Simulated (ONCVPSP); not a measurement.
**u(r) = r·R(r): atom against pseudo-atom (manganese (Mn))**

Columns: radius, all-electron u(r) and pseudo u(r) of the 3s shell (level -93.87 eV) of manganese in the configuration [Ne] 3s2 3p6 3d5 4s1; PBEsol, scalar-relativistic, ONCV scheme, ONCVPSP 4.0.1.

```csv
r (bohr),all-electron,pseudo
0.098,-0.1850,0.1461
0.195,-0.6401,0.3092
0.292,-0.3014,0.4971
0.390,0.2772,0.7013
0.488,0.7634,0.8944
0.585,1.0622,1.0451
0.682,1.1927,1.1329
0.780,1.2002,1.1497
0.878,1.1301,1.1019
0.975,1.0202,1.0088
1.072,0.8942,0.8911
1.170,0.7661,0.7657
1.268,0.6459,0.6458
1.365,0.5389,0.5388
1.463,0.4445,0.4445
1.560,0.3647,0.3646
1.658,0.2968,0.2967
1.755,0.2407,0.2407
1.852,0.1945,0.1945
1.950,0.1563,0.1563
2.047,0.1255,0.1255
2.145,0.1003,0.1003
2.242,0.0802,0.0802
2.340,0.0638,0.0638
2.438,0.0507,0.0507
2.535,0.0403,0.0403
```

(1) How many radial nodes do the two functions have?

(2) At about which radius was the pseudo-wave matched?

(3) Where does each function peak?

(4) Is the pseudo-wave norm-conserving?

Answers

(1) The all-electron 3s function has n − l − 1 = 2 (the table is too coarse to show those close to the nucleus); the pseudo-wave has 0, since the states of the same l below it are removed with the core.

(2) 1.30 bohr. The columns agree to 0.0005 from 1.17 bohr on; several derivatives are matched, so the curves merge somewhat inside the radius.

(3) Outermost all-electron maximum near 0.78 bohr, pseudo maximum near 0.78 bohr (to the table’s step).

(4) Yes: the ONCV scheme keeps the norm inside the radius equal to the all-electron one, which fixes the energy derivative of the logarithmic derivative at the level.
